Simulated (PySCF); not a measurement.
Species: C₅H₁₀GeSi.
SMILES: `C=C[SiH2]C#[C][GeH2][CH3]`

All values: B3LYP/def2-SVPD (PySCF, non-relativistic), on one gas-phase PBE0-D3(BJ)/def2-SVP geometry that isn't relaxed in the solvent. The solvent is an IEF-PCM continuum (van der Waals radii × 1.2), and excitations are vertical TDDFT with non-equilibrium linear response and a frozen core. The model holds no explicit solvent molecules, cavitation or dispersion. Spin–orbit coupling is left out although an atom past zinc is present.

Gas-phase singlets (H = HOMO, L = LUMO):

```tsv
state	E (eV)	λ (nm)	f	leading configuration
S1	5.583	222	0.000	H→L+1 49%
S2	5.752	216	0.006	H-1→L+1 40%
S3	5.756	215	0.006	H-1→L+2 33%
S4	6.187	200	0.000	H-1→L 46%
S5	6.206	200	0.010	H→L 53%
```

Question: How does the list change in acetone (ε = 20.49)?

Answer: 
```csv
state,E (eV),λ (nm),f,leading configuration,change by rank (eV)
S1,5.638,220,0.000,H→L+1 35%,+0.055
S2,5.798,214,0.011,H-2→L+1 35%,+0.046
S3,5.801,214,0.007,H-2→L 27%,+0.045
S4,6.241,199,0.001,H→L+1 30%,+0.054
S5,6.317,196,0.002,H-2→L+2 25%,+0.111
```

Question: How do the frontier levels move from gas to acetone?

Answer: 
```tsv
orbital	gas (eV)	solvent (eV)	change (eV)
LUMO+2	-0.46	-0.47	-0.01
LUMO+1	-0.55	-0.60	-0.05
LUMO	-0.75	-0.76	-0.01
HOMO	-7.60	-7.66	-0.06
HOMO-1	-7.69	-7.79	-0.10
HOMO-2	-7.75	-7.79	-0.04
HOMO-3	-8.93	-8.89	+0.04
```

The HOMO–LUMO gap goes from 6.85 to 6.91 eV. Rows go by rank; for HOMO-2, HOMO-1 and HOMO the atom shares or the degeneracy differ between the runs, so the row needn't follow one orbital.

Conformer computed: `[CH2:1]=[CH:2][SiH2:3][C:4]#[C:5][GeH2:6][CH3:7]`: C1–C2–Si3–C4 -1°.
